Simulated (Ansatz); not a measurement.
Input and output for `[NH2][Zn][Br]`.

```yaml
crystal:
  periodic: [false, false, false]
  atoms:
    - {symbol: N, position_ang: [-0.462701, 0.756655, -0.440240]}
    - {symbol: Zn, position_ang: [0.584542, -0.546699, 0.267710]}
    - {symbol: Br, position_ang: [2.013768, -2.059624, 1.070742]}
    - {symbol: H, position_ang: [-1.103961, 0.461703, -1.164187]}
    - {symbol: H, position_ang: [-0.981848, 1.314164, 0.224575]}
basis:
  gaussian: {orbitals: def2-TZVP}
total_charge: 1
magnetization: {spin_polarized: false, initial_magnetization: 1}
hamiltonian: {xc: {name: BHLYP}}
output: {forces: true}
```

```sh
$ ansatz run in.yaml --threads 2 --pin off --events-out ev --progress --plain --max-ram 32768MiB --backend cpu
```

Output, abridged:

```
Functional definition: BHLYP
1032 factors; integrals over basis functions are off by at most 9.3e-4 eV
mean field evaluation 1: about -119965.5237 eV, gradient 8.2e1 eV
mean field evaluation 2: about -119965.6567 eV, gradient 8.2e1 eV
mean field evaluation 4: about -119976.1007 eV, gradient 2.9e1 eV
mean field evaluation 8: about -119977.6690 eV, gradient 1.9e1 eV
mean field evaluation 16: about -119979.5430 eV, gradient 5.2e-1 eV
mean field -119979.54411699 eV, -4409.1669212436 hartree, gradient 5.9e-5 eV, S^2 0.750000; 1 other end points of the search recorded, 0 dependent functions left out
reference -119979.54426690 eV, -4409.1669267525 hartree; 37, 36 occupied and 102, 103 virtual orbitals, 1032 factors
Total energy: -119979.54426690 eV, -4409.1669267525 hartree
Atom 0 at    -0.462701     0.756655    -0.440240 Å, force    -2.076933     0.101926     0.120014 eV/Å
Atom 1 at     0.584542    -0.546699     0.267710 Å, force     2.529412    -1.910533     0.950354 eV/Å
Atom 2 at     2.013768    -2.059624     1.070742 Å, force    -0.539783     0.420413    -0.210614 eV/Å
Atom 3 at    -1.103961     0.461703    -1.164187 Å, force     0.022227     0.544487    -0.673609 eV/Å
Atom 4 at    -0.981848     1.314164     0.224575 Å, force     0.065076     0.843707    -0.186145 eV/Å
Dipole moment:    -1.535607     1.424692    -0.739509 e Å
```

It took 23 s on 2 threads of a server CPU on a shared host, with 0.55 GiB of host memory at the peak.
